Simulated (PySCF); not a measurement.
I: excitation energy

I [Kr] 4d10 5s2 5p5 (2P) → I [Kr] 4d10 5s1 5p6 (2S), as a difference of total energies. Calculation: PySCF 2.14, in aug-cc-pwCVTZ-DK3; scalar relativity by spin-free X2C-1e. Correlated levels: valence: [Kr] 4d10 frozen; valence and next inner shell: [Ar] 3d10 frozen. The calculations carry no spin-orbit coupling.

```tsv
method	excitation energy (cm⁻¹)
UHF	102670
LDA	83774
PBE	83733
PBE0	88591
r2SCAN	86835
CAM-B3LYP	90798
M06-2X	90992
wB97M-V	90729
MP2 (valence)	88558
SCS-MP2 (valence)	86995
MP2 (valence and next inner shell)	85033
SCS-MP2 (valence and next inner shell)	83999
```

A first-order spin-orbit estimate (lowest level to lowest level, LS coupling) adds 0.299 eV.

The upper state lies above the first ionisation limit, where it may autoionise and the basis confines it.
